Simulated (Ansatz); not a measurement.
A CCSD(T) single point on BGaGeH6O (`O[BH][GaH][GeH3]`).

```yaml
crystal:
  periodic: [false, false, false]
  atoms:
    - {symbol: O, position_ang: [-1.408323, 2.301640, -0.154979]}
    - {symbol: B, position_ang: [-0.187239, 1.818398, -0.482934]}
    - {symbol: Ga, position_ang: [0.630747, 0.257342, 0.657600]}
    - {symbol: Ge, position_ang: [0.238945, -2.113397, 0.145088]}
    - {symbol: H, position_ang: [-1.719055, 3.001248, -0.737916]}
    - {symbol: H, position_ang: [0.381892, 2.285306, -1.441687]}
    - {symbol: H, position_ang: [1.593754, 0.495110, 1.886337]}
    - {symbol: H, position_ang: [-0.659537, -2.352927, -1.085445]}
    - {symbol: H, position_ang: [-0.435061, -2.832270, 1.333436]}
    - {symbol: H, position_ang: [1.563866, -2.860439, -0.119501]}
basis:
  gaussian: {orbitals: def2-TZVPP}
correlation: {method: ccsd_t}
output: {orbitals: {seedname: orbitals}}
```

```sh
$ ansatz run in.yaml --threads 4 --pin off --events-out ev --progress --plain --max-ram 10444MiB
```

Output of Ansatz, abridged:

```
Functional definition: HF
1494 factors; integrals over basis functions are off by at most 8.8e-4 eV
mean field evaluation 1: about -111610.3854 eV, gradient 3.5e1 eV
mean field evaluation 2: about -111610.5014 eV, gradient 3.5e1 eV
mean field evaluation 4: about -111613.4411 eV, gradient 3.6e0 eV
mean field evaluation 8: about -111613.5026 eV, gradient 2.7e-1 eV
mean field -111613.50291012 eV, -4101.7205775976 hartree, gradient 1.6e-6 eV, S^2 0.000000; 0 other end points of the search recorded, 0 dependent functions left out
20 core orbitals not correlated: weight in the atoms' cores, before any rotation towards them, 1.000 or more for the frozen orbitals, at most 0.000 for the correlated occupied ones
reference -111613.50291012 eV, -4101.7205775976 hartree; 21, 21 occupied and 201, 201 virtual orbitals, 1494 factors
second order -22.65017930 eV of doubles, -0.00000000 eV of singles
cycle   1  -22.53444117 eV  change    1.2e-1 eV  update   1.3e-1
cycle   2  -23.33785011 eV  change   -8.0e-1 eV  update   3.8e-2
cycle   3  -23.46099878 eV  change   -1.2e-1 eV  update   2.0e-2
cycle   4  -23.44204333 eV  change    1.9e-2 eV  update   5.0e-3
cycle   5  -23.44243748 eV  change   -3.9e-4 eV  update   2.2e-3
cycle   6  -23.44242589 eV  change    1.2e-5 eV  update   6.5e-4
cycle   7  -23.44206340 eV  change    3.6e-4 eV  update   2.6e-4
cycle   8  -23.44211698 eV  change   -5.4e-5 eV  update   1.0e-4
cycle   9  -23.44217399 eV  change   -5.7e-5 eV  update   5.0e-5
cycle  10  -23.44215051 eV  change    2.3e-5 eV  update   2.4e-5
perturbative correction -0.87030075 eV, -0.0319829627 hartree
Total energy: -111637.81536138 eV, -4102.6140437016 hartree
```

Run time 66 s (4 threads of an AMD EPYC 9B45 on a shared host); peak host memory 4.8 GiB.

Correlation energy per correlated electron: -0.579 eV. T1 diagnostic: 0.0136.
